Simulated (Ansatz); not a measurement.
C$_{2}$H$_{3}$GaO$_{2}$, SMILES `OC#C[O][GaH2]`, relaxed with RKS PBE0-D4/def2-TZVP in Ansatz 0.2.0 from a GFN2-xTB geometry. The force threshold is 0.005 eV/Å; the program also tests the step.

Charge 0, multiplicity 1.

Start:

```xyz
8

O    -1.144    2.853    0.452
C    -0.698    1.629    0.251
C    -0.431    0.459    0.266
O     0.029   -0.753    0.114
Ga    1.130   -2.036   -0.231
H    -1.862    3.054   -0.162
H     2.601   -1.852   -0.707
H     0.374   -3.353    0.017
```

| step | energy (eV) | largest force (eV/Å) | largest move (Å) |
| --- | --- | --- | --- |
| 1 | -58580.6324 | 2.601 | 0.000 |
| 2 | -58580.7231 | 1.430 | 0.095 |
| 3 | -58580.7730 | 0.989 | 0.132 |
| 4 | -58580.8639 | 0.684 | 0.128 |
| 5 | -58580.9289 | 0.549 | 0.198 |
| 6 | -58580.9786 | 0.281 | 0.200 |
| 7 | -58580.9873 | 0.249 | 0.106 |
| 8 | -58580.9881 | 0.122 | 0.074 |
| 9 | -58580.9906 | 0.034 | 0.085 |
| 10 | -58580.9913 | 0.024 | 0.051 |
| 11 (rejected) | -58580.9245 | 1.831 | 0.196 |
| 12 | -58580.9919 | 0.007 | 0.064 |
| 13 (rejected) | -58580.9854 | 0.666 | 0.098 |
| 14 | -58580.9923 | 0.013 | 0.049 |
| 15 (rejected) | -58580.9923 | 0.166 | 0.049 |
| 16 | -58580.9925 | 0.012 | 0.024 |
| 17 (rejected) | -58580.9925 | 0.049 | 0.025 |
| 18 | -58580.9926 | 0.009 | 0.012 |
| 19 | -58580.9927 | 0.015 | 0.012 |
| 20 | -58580.9928 | 0.028 | 0.018 |
| 21 | -58580.9928 | 0.071 | 0.027 |
| 22 | -58580.9929 | 0.050 | 0.008 |
| 23 | -58580.9930 | 0.008 | 0.015 |
| 24 (rejected) | -58580.9929 | 0.037 | 0.015 |
| 25 | -58580.9930 | 0.008 | 0.007 |
| 26 | -58580.9930 | 0.012 | 0.006 |
| 27 | -58580.9930 | 0.002 | 0.010 |
| 28 | -58580.9930 | 0.012 | 0.015 |
| 29 | -58580.9930 | 0.004 | 0.001 |

End:

```xyz
8

O    -0.773    2.749    0.371
C    -0.709    1.434    0.286
C    -0.589    0.242    0.296
O    -0.509   -1.053    0.306
Ga    0.993   -1.942   -0.209
H    -1.374    3.084   -0.303
H     2.164   -1.040   -0.687
H     0.798   -3.474   -0.060
```

It took 91 s on 4 threads of an Arm Neoverse V2 on a shared host, with 0.48 GiB of host memory at the peak.
